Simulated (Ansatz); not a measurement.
Computed with Ansatz on PBE0-D4/def2-TZVP structures; ΔE is electronic, products minus reactants. CCSD(T)/CBS is the MP2 limit (def2-TZVPP, def2-QZVPP) plus CCSD(T) − MP2 in def2-TZVPP, frozen cores. Functionals use def2-TZVPP. B3LYP here is the variant with VWN-RPA as its local correlation; programs differ in this. Elements past krypton have def2 core potentials. For Ge, In outer-core shells are correlated without core-valence functions, which leaves a few kJ/mol of doubt a bond. Scalar relativity is left out up to krypton.

`C[N]([GeH3])[InH2]` + `C1C[SiH2]1` → `[InH2][CH]1C[SiH2]1` + `C[NH][GeH3]`  (formal exchange of groups at the In–N bond)

| level | ΔE (kJ/mol) | difference from CCSD(T)/CBS |
| --- | --- | --- |
| PBE-D4 | 31.2 | -4.2 |
| ωB97X-V | 32.4 | -3.0 |
| ωB97M-V | 30.4 | -5.0 |
| B2PLYP | 35.1 | -0.3 |
| PBE | 29.9 | -5.5 |
| PBE0 | 26.5 | -8.9 |
| B3LYP | 32.7 | -2.7 |
| HF/def2-TZVPP | 29.0 | -6.4 |
| MP2/def2-TZVPP | 33.3 | -2.1 |
| SCS-MP2/def2-TZVPP | 34.6 | -0.8 |
| CCSD/def2-TZVPP | 33.1 | -2.3 |
| CCSD(T)/def2-TZVPP | 34.5 | -0.9 |
| HF/def2-QZVPP | 29.2 | -6.2 |
| SCS-MP2/def2-QZVPP | 34.9 | -0.5 |
| HF/CBS(def2) | 29.2 | -6.2 |
| MP2/CBS(def2) | 34.1 | -1.3 |
| CCSD(T)/CBS | 35.4 | 0 |

Largest T1 diagnostic among the species: 0.015.

From PBE to PBE0 (25 % exact exchange), in def2-TZVPP and without D4, ΔE moves by −3.5 kJ/mol. In def2-TZVPP, CCSD(T) changes the Hartree–Fock value by +5.4 kJ/mol (the triples alone add +1.4 kJ/mol) and MP2 by +4.2 kJ/mol.
